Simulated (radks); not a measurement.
All-electron atom: the silicon ion Si9+ in [He] 2s2 2p1. Calculated with a radial shooting solver on a logarithmic mesh with Libxc functionals: non-relativistic Kohn-Sham, SCAN, spin-polarised, spherical densities, point nucleus; open shells are filled with parallel spins first; meta-GGA in the generalised Kohn-Sham scheme.

Radial electron density D(r) = 4 pi r^2 rho(r):

```
   r/bohr * D(r) (the largest magnitude, 15.7, reaches the edge; | marks zero)
 0.003585 |*
 0.004009 |*
 0.004485 |*
 0.005016 | *
  0.00561 | *
 0.006275 |  *
 0.006963 |  *
 0.007788 |   *
 0.008711 |    *
 0.009744 |     *
   0.0109 |      *
  0.01219 |       *
  0.01363 |         *
  0.01525 |           *
  0.01706 |             *
  0.01908 |                *
  0.02117 |                   *
  0.02368 |                      *
  0.02649 |                          *
  0.02963 |                             *
  0.03314 |                                  *
  0.03706 |                                      *
  0.04146 |                                          *
  0.04637 |                                              *
  0.05186 |                                                 *
  0.05801 |                                                    *
  0.06489 |                                                     *
    0.072 |                                                      *
  0.08053 |                                                     *
  0.09007 |                                                   *
   0.1007 |                                                *
   0.1127 |                                           *
    0.126 |                                     *
    0.141 |                                *
   0.1577 |                          *
   0.1764 |                      *
   0.1973 |                  *
   0.2189 |                 *
   0.2448 |                 *
   0.2739 |                  *
   0.3063 |                    *
   0.3426 |                      *
   0.3832 |                      *
   0.4286 |                      *
   0.4794 |                    *
   0.5363 |                 *
   0.5998 |             *
   0.6709 |         *
   0.7444 |      *
   0.8327 |   *
   0.9314 | *
    1.042 |*
    1.165 *
    1.303 *
    1.458 *
     1.63 *
    1.824 *
```

D(r) has 2 maxima, at r = 0.0720, 0.393 bohr, and minima at 0.233 bohr, inside which lie 2.17 electrons.
